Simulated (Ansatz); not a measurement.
Program: Ansatz. Geometries: PBE0-D4/def2-TZVP. ΔE: electronic, gas phase. CBS: MP2 limit from def2 TZ/QZ plus the TZ coupled-cluster correction, frozen cores. This one scheme is used for every species. DFT in def2-TZVPP. B3LYP here is the variant with VWN-RPA as its local correlation; programs differ in this. Each species was taken in one conformer, which may not be the lowest.

Reaction (formal exchange of groups at the Si–F bond): `COC[SiH2]F` + BH₃ → `B[SiH2]COC` + H–F

```
             level  ΔE (kJ/mol)  difference from CCSD(T)/CBS
            PBE-D4        124.1                        -17.5
         r2SCAN-D4        142.8                          1.2
           PBE0-D4        129.4                        -12.2
          B3LYP-D4        147.2                          5.6
           ωB97X-V        145.4                          3.8
           ωB97M-V        148.4                          6.8
            B2PLYP        151.5                          9.9
               PBE        125.8                        -15.8
            r2SCAN        143.4                          1.8
              PBE0        131.0                        -10.6
             B3LYP        149.9                          8.3
     HF/def2-TZVPP        169.9                         28.3
    MP2/def2-TZVPP        148.1                          6.5
SCS-MP2/def2-TZVPP        153.7                         12.1
   CCSD/def2-TZVPP        144.8                          3.2
CCSD(T)/def2-TZVPP        141.8                          0.2
     HF/def2-QZVPP        172.1                         30.5
    MP2/def2-QZVPP        148.8                          7.2
SCS-MP2/def2-QZVPP        154.2                         12.6
      HF/CBS(def2)        172.4                         30.8
     MP2/CBS(def2)        147.9                          6.3
    CCSD/CBS(def2)        144.6                          3.0
       CCSD(T)/CBS        141.6                            0
```

Largest T1 diagnostic among the species: 0.011.

In def2-TZVPP, CCSD(T) changes the Hartree–Fock value by −28.1 kJ/mol (the triples alone add −3.0 kJ/mol) and MP2 by −21.8 kJ/mol. From PBE to PBE0 (25 % exact exchange), in def2-TZVPP and without D4, ΔE moves by +5.2 kJ/mol.
